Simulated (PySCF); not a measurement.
Radial density of As²⁺ (arsenic, charge +2)

UHF, [Ar] 3d10 4s2 4p1, 2P determinant. Calculation: PySCF 2.14, in x2c-QZVPPall; scalar relativity by spin-free X2C-1e.

| r (bohr) | 4πr²ρ (e/bohr) | 4πr²(ρα − ρβ) |
| --- | --- | --- |
| 0.000778 | 0.3017 | 0.0000 |
| 0.00131 | 0.7547 | 0.0000 |
| 0.00220 | 1.847 | 0.0000 |
| 0.00370 | 4.368 | 0.0000 |
| 0.00623 | 9.713 | 0.0000 |
| 0.0105 | 19.43 | 0.0000 |
| 0.0176 | 32.51 | 0.0006 |
| 0.0297 | 40.72 | 0.0038 |
| 0.0499 | 35.68 | 0.0154 |
| 0.0839 | 35.28 | 0.0365 |
| 0.141 | 47.75 | 0.0263 |
| 0.237 | 30.65 | -0.0088 |
| 0.399 | 28.12 | 0.0758 |
| 0.671 | 24.11 | 0.0009 |
| 1.13 | 5.751 | 0.1981 |
| 1.90 | 1.993 | 0.5794 |
| 3.20 | 0.3378 | 0.1711 |
| 5.37 | 0.003968 | 0.0029 |

Densities and radii are taken from the X2C orbitals without a picture-change correction, which distorts them close to the nucleus.

(1) Where is the radial spin density 4πr²(ρα − ρβ) most negative, and why is it negative at all?

Results:

(1) Around r = 0.237 bohr, down to -0.0088 e/bohr: exchange with the open shell polarises the paired shells in an unrestricted calculation.
